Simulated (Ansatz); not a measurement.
Several settings on one geometry of the cluster Li₇Al (the lowest singlet isomer of a short search) (that of the charge 0 singlet, PBE0-D4/def2-TZVP). Ansatz on 4 threads of Arm Neoverse V2 on a shared host; times are rough.

```xyz
8

Al   -0.399    0.899    0.418
Li    0.833   -1.413   -0.297
Li   -0.305    2.658    2.361
Li   -0.461   -2.302   -3.090
Li    2.128    1.100    0.865
Li   -0.100   -0.584    2.500
Li    0.213    0.617   -2.121
Li   -1.910   -0.975   -0.636
```

Totals from different functionals, basis sets or treatments of relativity can't be compared as stabilities.

LC-ωPBE has ω = 0.4 bohr⁻¹. HSE06 is defined as in plane-wave codes, on full-range PBE exchange.

The spins typed aren't always the lowest for that charge.

**Question.** Give the basis size and estimate the energy, ⟨S²⟩ and time of these runs.

```csv
run,method,charge,state,further keys
1,UKS HSE06/def2-TZVP,1,doublet,scf: {lower_state_search: light}; forces asked
2,UKS LC-ωPBE/def2-SVP,1,doublet,forces asked
3,UKS ωB97/cc-pVDZ,-1,doublet,forces asked
```

**Answer.** 
```tsv
run	functions	energy (Eh)	⟨S²⟩	wall time
1	135	-294.6727	0.77	9 s
2	81	-294.5902	0.84	16 s
3	116	-294.9950	0.79	60 s
```

The highest occupied level of an anion often lies above zero with these methods, and sets without diffuse functions describe the outer electron poorly. At UKS LC-ωPBE/def2-SVP the charge 1 doublet is spin-contaminated (final ⟨S²⟩ up to 0.84, 0.75 for a pure state).
